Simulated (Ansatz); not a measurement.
`FC[SiH2]S` + H₂O → `OCF` + `[SiH3]S` at 400 K and 1 bar (formal hydrolysis of a C–Si bond).

Computed with Ansatz on PBE0-D4/def2-TZVP structures; ΔE is electronic, products minus reactants. CCSD(T)/CBS is the MP2 limit (def2-TZVPP, def2-QZVPP) plus CCSD(T) − MP2 in def2-TZVPP, frozen cores. This one scheme is used for every species. One conformer a species, not always the lowest.

| species | CCSD(T)/CBS energy (Eh) | H − E (kJ/mol) | S (J/(mol·K)) |
| --- | --- | --- | --- |
| `FC[SiH2]S` | -827.71878 | 178.0 | 363.5 |
| H₂O | -76.37941 | 69.8 | 198.6 |
| `OCF` | -214.81254 | 136.0 | 272.5 |
| `[SiH3]S` | -689.27336 | 109.8 | 293.0 |

H − E and S are ideal-gas, rigid-rotor, harmonic terms from PBE0-D4/def2-TZVP, for one conformer and one mirror image of each species. 1 Eh = 2625.50 kJ/mol, R = 8.31446 J/(mol·K).

By hand: ΔE, ΔH, ΔS and ΔG.

ΔE = (-214.81254) + (-689.27336) − (-827.71878) − (-76.37941) = 0.01229 Eh = 32.3 kJ/mol. Δ(H − E) = 136.0 + 109.8 − 178.0 − 69.8 = -2.0, so ΔH = 30.3 kJ/mol. ΔS = 272.5 + 293.0 − 363.5 − 198.6 = 3.4 J/(mol·K). ΔG = 30.3 − 400 × (3.4)/1000 = 28.9 kJ/mol.

By hand: the equilibrium constant, and the temperature at which ΔG would vanish if ΔH and ΔS stayed fixed.

log₁₀ K = −ΔG/(RT ln 10) = -3.8. ΔG = 0 at ΔH/ΔS = 8912 K, far beyond where these terms or the molecules hold.

The number of gas molecules stays the same, so ΔS is small and ΔH decides. A doubt of 5 kJ/mol in ΔE shifts log₁₀ K by 0.7 here. Other conformers and mirror images would add mixing entropy, several J/(mol·K) or more a flexible species. These are equilibria of isolated gas molecules and say nothing of rates. Largest T1 diagnostic: 0.011 (customary marks: 0.02 for closed shells, 0.045 for open ones).
